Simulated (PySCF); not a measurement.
## C₆ coefficients of unlike pairs at TPSSh

Calculated with PySCF 2.14 from the dipole response of each species, C₆(A,B) = (3/π) ∫ α_A(iu) α_B(iu) du, in atomic units, from isotropic polarisabilities. For ions this is the dispersion term alone; charge-induced terms of lower order in 1/R come first.

| species | configuration | basis | relativity | α (bohr³) | C₆ (like pair) |
| --- | --- | --- | --- | --- | --- |
| Mn(3+) | [Ar] 3d4 (5D) | def2-TZVPPD (6s6p4d2f1g) | none | 1.832 | 4.483 |
| Sr+ | [Kr] 5s1 (2S) | aug-cc-pwCVTZ-X2C with one added diffuse shell each of s, p, d, f type (11s10p8d4f) | spin-free X2C | 116.1 | 1083 |
| O(2+) | [He] 2s2 2p2 (3P) | aug-cc-pCVTZ-DK with one added diffuse shell each of s, p, d, f type (8s7p5d3f) | spin-free X2C | 1.760 | 2.376 |
| Sb(2+) | [Kr] 4d10 5s2 5p1 (2P) | def2-TZVPPD with the def2 core potential (28 electrons) (7s5p4d2f) | core potential | 15.95 | 100.7 |

**Question.** Estimate C₆ for Sr+ with Mn(3+).

**Answer.** The integral gives 38.42. The combination rule 2 C_A C_B / (C_A α_B/α_A + C_B α_A/α_B) gives 32.23 and the geometric mean 69.67.

No spin-orbit coupling is included.

The other pairs:

```csv
pair,C₆
"O(2+), Sr+",33.68
"Sb(2+), Sr+",264.7
"O(2+), Mn(3+)",3.168
"Sb(2+), O(2+)",14.84
"Sb(2+), Mn(3+)",18.62
```
